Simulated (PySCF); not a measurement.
The vertical singlet excitations below were computed for one of the candidates. The calculation used TDDFT CAM-B3LYP/def2-SVPD, vertical, gas phase, core orbitals frozen in the response (PySCF). Geometries: GFN2-xTB, one conformer each.

```tsv
state	E (eV)	f
S1	6.38	0.024
S2	6.53	0.018
S3	6.66	0.184
S4	6.91	0.135
S5	7.13	0.024
S6	7.20	0.0043
S7	7.42	0.026
S8	7.51	0.0051
```

Triplets computed (Tamm–Dancoff): 4.32, 6.15, 6.23 eV.

Orbital energies (eV): HOMO-3 -10.89, HOMO-2 -9.24, HOMO-1 -8.69, HOMO -8.23, LUMO 1.02, LUMO+1 1.17, LUMO+2 1.59.

Task: Which structure fits? All have the formula C3H12N2Si2.
A. `N[Si@@H](CC=C)N[SiH3]`
B. `CN[Si@H]1C[Si@H](N)C1`
C. `NC[C@H]1[SiH2]CN[SiH2]1`

Result: A. Its S1, at 6.38 eV, is the highest among the candidates; the nearest of the others has S1 at 6.01 eV. S1 is HOMO→LUMO (70%). Löwdin shares by element: HOMO carbon 55%, nitrogen 18% or more (atoms not listed hold the other 28%); LUMO silicon 30%, carbon 9% or more, hydrogen 7% or more (atoms not listed hold the other 54%). At the same level the other candidates give, for their lowest levels:
- `CN[Si@H]1C[Si@H](N)C1`: 6.01 eV (f 0.002); 6.28 eV (f 0.006); 6.41 eV (f 0.018); 6.80 eV (f 0.005); 6.96 eV (f 0.004); T1 5.77 eV; HOMO -7.92, LUMO 1.24 eV
- `NC[C@H]1[SiH2]CN[SiH2]1`: 5.70 eV (f 0.002); 6.28 eV (f 0.005); 6.41 eV (f 0.015); 6.89 eV (f 0.010); 6.98 eV (f 0.002); T1 5.45 eV; HOMO -7.86, LUMO 1.12 eV

Conformer computed: `[CH2:1]=[CH:2][CH2:3][Si@H:4]([NH2:5])[NH:6][SiH3:7]`: C1–C2–C3–Si4 104°, C2–C3–Si4–N5 66°, C3–Si4–N6–Si7 172°, H–N5–Si4–C3 56°, H–N5–Si4–C3 -85°.

Without π bonds the low states are Rydberg-like; a valence basis with one diffuse set may place them up to an eV too high.
